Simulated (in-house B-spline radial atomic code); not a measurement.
P III (P2+): [Ne] 3s2 3p1

Method: non-relativistic B97-1, spin-polarised, spherical fractional occupations, point nucleus. Calculated with a radial B-spline atomic code at the basis-set limit.

Z_r = [3n² - l(l+1)]/(2<r>); Z_e = n√(-2ε); the last column is Slater's effective charge. Values are occupation-weighted means over spin.

```json
{"shell": "1s", "electrons": "2", "ε (eV)": "-2123.1", "<r> (bohr)": "0.1039", "Z_r": "14.43", "Z_e": "12.49", "Slater": "14.70"}
{"shell": "2s", "electrons": "2", "ε (eV)": "-203.68", "<r> (bohr)": "0.5193", "Z_r": "11.55", "Z_e": "7.74", "Slater": "10.85"}
{"shell": "2p", "electrons": "6", "ε (eV)": "-153.28", "<r> (bohr)": "0.484", "Z_r": "10.33", "Z_e": "6.71", "Slater": "10.85"}
{"shell": "3s", "electrons": "2", "ε (eV)": "-34.984", "<r> (bohr)": "1.753", "Z_r": "7.70", "Z_e": "4.81", "Slater": "5.50"}
{"shell": "3p", "electrons": "1", "ε (eV)": "-24.43", "<r> (bohr)": "1.977", "Z_r": "6.32", "Z_e": "4.02", "Slater": "5.50"}
```

The least bound orbital is 3p up at -24.43 eV, and it is also the most diffuse (<r> = 1.977 bohr).

Caution: exact exchange at fractional occupations of open shells leaves self-interaction of up to several eV.
